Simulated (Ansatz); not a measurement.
Computed with Ansatz on PBE0-D4/def2-TZVP structures; ΔE is electronic, products minus reactants. CCSD(T)/CBS is the MP2 limit (def2-TZVPP, def2-QZVPP) plus CCSD(T) − MP2 in def2-TZVPP, frozen cores. This one scheme is used for every species. Functionals use def2-TZVPP. Each species was taken in one conformer, which may not be the lowest.

`C=C[SiH2]N[SiH3]` + `[OH][AlH2]` → `[AlH2][O][SiH3]` + `C=C[SiH2]N`  (ligand exchange at the Si–N bond)

```
    level  ΔE (kcal/mol)
revPBE-D4           -9.9
   revPBE          -11.2
```

(1) What does CCSD(T)/CBS give? (Best estimate.)

Largest T1 diagnostic among the species: 0.012.

## Answers

(1) Computed: -11.9 kcal/mol. The listed levels differ from it by 2.0, 0.7 kcal/mol.

From BLYP to BHLYP (50 % exact exchange), in def2-TZVPP and without D4, ΔE moves by −1.6 kcal/mol. Leaving LDA and LC-ωPBE aside and taking each functional with its dispersion term where it has one, the values, not all of them listed here, spread over 3.9 kcal/mol, from BHLYP-D4 to revPBE-D4. The D4 term adds +0.9 kcal/mol with B3LYP and +0.5 kcal/mol with PBE0; it sums over pairs of atoms, weighted by their polarisabilities, and B3LYP, whose exchange is more repulsive, gets the larger term.

B3LYP here is the variant with VWN-RPA as its local correlation; programs differ in this.
